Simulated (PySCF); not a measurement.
Ionisation energy of Ga by level of theory

Ga [Ar] 3d10 4s2 4p1 [4p1/2^1, M_J = 1/2] → Ga⁺ [Ar] 3d10 4s2, as a difference of total energies. Calculation: PySCF 2.14, in x2c-TZVPPall-2c (6s7p4d1f, 54 functions); the two-component X2C-1e Hamiltonian. Correlated levels: [Ne] frozen. "Screened" scales the spin-orbit matrix elements by Boettger's factors to mimic the two-electron term; Breit and QED terms are absent.

```json
{"method": "GHF (spin-free)", "ionisation energy (eV)": "5.542"}
{"method": "GMP2 (spin-free)", "ionisation energy (eV)": "5.813"}
{"method": "GHF (screened spin-orbit)", "ionisation energy (eV)": "5.606"}
{"method": "GMP2 (screened spin-orbit)", "ionisation energy (eV)": "5.880"}
```

**Question.** How much does correlation contribute at GMP2 (screened spin-orbit)?

**Answer.** 5.880 − (5.606) = 0.274 eV, measured against GHF (screened spin-orbit).

The spin-free rows lack the spin-orbit shift.

Errors of the correlated levels include the incompleteness of this basis and the frozen core.

For comparison: 5.999 eV (measured; NIST Atomic Spectra Database, ionization energies).
